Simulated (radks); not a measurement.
Results of a calculation; reference values are marked as such.
Spherical quantum dot in the effective-mass picture: electrons in a hard-walled sphere of radius 1.56, all in effective atomic units (hartree* = m*/eps^2 hartree, bohr* = eps/m* bohr), one dielectric constant everywhere. Level of theory: non-relativistic Kohn-Sham, PBEsol, spin-polarised, spherical densities (a radial shooting solver with Libxc functionals). Levels are named by radial order and angular momentum (1s, 1p, 1d, 2s, ...), and open shells are averaged over m. Results are scaled to m* = 0.171 and eps = 14.4, for which hartree* = 22.44 meV and bohr* = 4.456 nm.

N = 22, configuration 1s2 1p6 1d10 2s(up 1, down 0) 1f(up 3, down 0). This is the lowest configuration that the search found. Occupied and some empty levels:

| level | occupation | eigenvalue (meV) | <r> (nm) |
|---|---|---|---|
| 1s up | 1 | 473.47 | 4.189 |
| 1s down | 1 | 476.55 | 4.209 |
| 1p up | 3 | 505.25 | 4.552 |
| 1p down | 3 | 507.94 | 4.551 |
| 1d up | 5 | 553.65 | 4.798 |
| 1d down | 5 | 556.35 | 4.795 |
| 2s up | 1 | 614.28 | 3.222 |
| 1f up | 3 | 616.54 | 4.983 |
| 1f down | 0 | 619.34 | 4.980 |
| 2s down | 0 | 621.30 | 3.253 |
| 1g up | 0 | 692.76 | 5.130 |
| 1g down | 0 | 695.65 | 5.128 |
| 2p up | 0 | 701.86 | 3.662 |
| 2p down | 0 | 706.10 | 3.684 |
| 2d up | 0 | 802.44 | 3.967 |
| 2d down | 0 | 805.38 | 3.978 |

Energy (meV): total 7417.66, kinetic 3178.1, external 0, Hartree 4741.2, exchange-correlation -501.62.
